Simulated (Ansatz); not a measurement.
The lowest singlet and triplet of ClGa (SMILES [Cl][Ga]); geometries from B3LYP-D3(BJ)/def2-TZVP, each state relaxed from the structure named, with no frequency check.
Singlet at the triplet's geometry (charge 0, multiplicity 1):
```xyz
2

Cl     0.00000     0.00000    -1.41869
Ga     0.00000     0.00000     0.77799
```

A positive gap puts the triplet lower; no zero-point energy. R- takes a restricted singlet. The triplet is unrestricted in single-reference levels. Active spaces average the two states.

Cores are frozen in the correlated methods. Filled d and f shells under p-block atoms count as core.

Programs: Ansatz (Gaussian basis) for Hartree–Fock, density functionals and correlated methods. 

Predict the gap E(singlet) − E(triplet), vertical, at the triplet's geometry from R-SCS-MP2/def2-TZVPP.

-3.36 eV

Estimate the gap E(singlet) − E(triplet), vertical, at the triplet's geometry that SA-CASSCF(2,3)/def2-TZVPP returns for this input.

-3.33 eV

Give the gap E(singlet) − E(triplet), vertical, at the triplet's geometry at the level R-B2PLYP/def2-TZVPP.

-3.55 eV

Ansatz is an electronic-structure program.
